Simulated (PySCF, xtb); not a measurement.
TiF3, SMILES [F][Ti+]([F])[F], charge +1, multiplicity 1.

Harmonic wavenumbers (cm⁻¹) from GFN2-xTB (xtb) at its own minimum, in rising order: 173, 210, 210, 598, 676, 677.

Q: What does PBE0-D3(BJ)/def2-SVP in PySCF give at its own minimum? (An estimate is asked for; the answer gives what the named calculation found.)

A: 166, 219, 219, 859, 936, 936. Paired by order, the mean absolute difference is 134 cm⁻¹ and the zero-point energies are 3.6 and 4.8 kcal/mol.
